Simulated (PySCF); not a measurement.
How ionic is MB along group 14?

r²SCAN in PySCF with def2-TZVPP on every atom (core potentials on Pb), for the lowest determinant that a PBE0 search found; no spin–orbit coupling. A negative dipole means M(+)B(−).

```tsv
M	state (unpaired electrons)	Re (Å)	μ (D)
C	quartet (σ ↑, π ↑↑)	1.486	1.50
Si	quartet (σ ↑, π ↑↑)	1.908	-0.34
Ge	quartet (σ ↑, π ↑↑)	1.978	-0.57
Pb	quartet (σ ↑, π ↑↑)	2.253	-1.73
```

Q: Give the ionic character |μ|/(e·Re) of each, with 1 e·Å = 4.803 D, and the positive end.

A: BC 21 % (B positive), SiB 4 % (Si positive), GeB 6 % (Ge positive), BPb 16 % (Pb positive). Lone pairs and polarisation enter μ too, so this number is only a rough measure of charge transfer.

These are scalar-relativistic numbers at best; spin–orbit coupling would shift them, the dissociation energy most. States were picked by a PBE0 search and need not be the measured ground states.
